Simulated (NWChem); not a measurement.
System: HS2 anion

```xyz
3

S      0.0329    -1.1278     0.0000
S      0.0616     1.0137     0.0000
H     -1.2701     1.2982     0.0000
```
Atoms are numbered in this order, from 1.

Program: NWChem. Coordinates come from a B3LYP/def2-SVPD optimisation. The gas-phase anion has a positive highest level at the geometry level, so the gas reference is doubtful. Level: M05-2X/aug-cc-pVDZ with SMD (1 M gas to 1 M solution), gas-phase geometry. Reactions with the solvent are ignored.

Problem. Among these, which solvent gives the highest value of “cavity-dispersion-structure term (kcal/mol)”?
A) 1,4-dioxane
B) 1-octanol
C) cyclohexanone
D) water

Solution. D, water. Values: 1-octanol -2.5; 1,4-dioxane -2.3; cyclohexanone -2.2; water 0.0
